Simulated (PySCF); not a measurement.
## Ionisation energy of Lu⁵³⁺ by level of theory

Lu⁵³⁺ [Ar] (1S) → Lu⁵⁴⁺ [Ne] 3s2 3p5 (2P), as a difference of total energies. All numbers are calculated (PySCF 2.14, the spin-free X2C one-electron Hamiltonian (Gaussian nucleus), in an even-tempered Gaussian basis (17 s from 13 bohr⁻², ratio 2.5; 12 p from 17 bohr⁻², ratio 2.5; 4 d from 71 bohr⁻², ratio 2.7; 4 f from 110 bohr⁻², ratio 2.7)). Correlated levels: outer shells: 1s2 frozen; virtual orbitals above 40 to 60 times the deepest correlated orbital energy dropped. The calculations carry no spin-orbit coupling.

```
                method  ionisation energy (eV)
                   UHF                  5260.2
                   LDA                  5260.7
                   PBE                  5261.5
                  PBE0                  5261.7
                r2SCAN                  5262.8
             BHandHLYP                  5261.7
                 B97-3                  5261.8
    MP2 (outer shells)                  5261.3
SCS-MP2 (outer shells)                  5261.2
```

A first-order spin-orbit estimate (lowest level to lowest level, LS coupling) adds -88.491 eV.

Breit and QED terms and the two-electron picture change are absent.

For comparison: 5168 ± 5 eV (theoretical estimate listed by NIST; NIST Atomic Spectra Database, ionization energies).
